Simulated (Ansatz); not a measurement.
Consider the substitution at a C–C bond: `C=C=C(C)F` + `[NH2][Ga]([F])[F]` → `C[NH][Ga]([F])[F]` + `C=C=CF`.

Calculated with Ansatz (gas phase, PBE0-D4/def2-TZVP geometries, no zero-point term in ΔE). CBS: MP2 limit from def2 TZ/QZ plus the TZ coupled-cluster correction, frozen cores. DFT in def2-TZVPP. For Ga outer-core shells are correlated without core-valence functions, which leaves a few kJ/mol of doubt a bond. Scalar relativity is left out up to krypton. Each species was taken in one conformer, which may not be the lowest.

| level | ΔE (kJ/mol) |
| --- | --- |
| BLYP-D4 | 59.2 |
| r2SCANh-D4 | 68.2 |
| CAM-B3LYP-D4 | 63.2 |
| ωB97X-V | 63.9 |
| revPBE | 62.1 |
| r2SCANh | 68.1 |
| r2SCAN0 | 68.5 |
| LC-ωPBE | 66.1 |

(1) What does CCSD(T)/CBS give? (Best estimate.)

Largest T1 diagnostic among the species: 0.014.

## Answers

(1) The calculation gave: +65.1 kJ/mol. The listed levels differ from it by -5.9, 3.1, -1.9, -1.2, -3.0, 3.0, 3.4, 1.0 kJ/mol.

At CCSD(T), def2-SVP lies −8.9 kJ/mol from the extrapolated value and def2-TZVPP −1.7 kJ/mol. Leaving LDA and LC-ωPBE aside and taking each functional with its dispersion term where it has one, the values, not all of them listed here, spread over 10.0 kJ/mol, from BLYP-D4 to B97M-V. LDA lies +3.9 kJ/mol from PBE without D4. From BLYP to BHLYP (50 % exact exchange), in def2-TZVPP and without D4, ΔE moves by +3.9 kJ/mol.
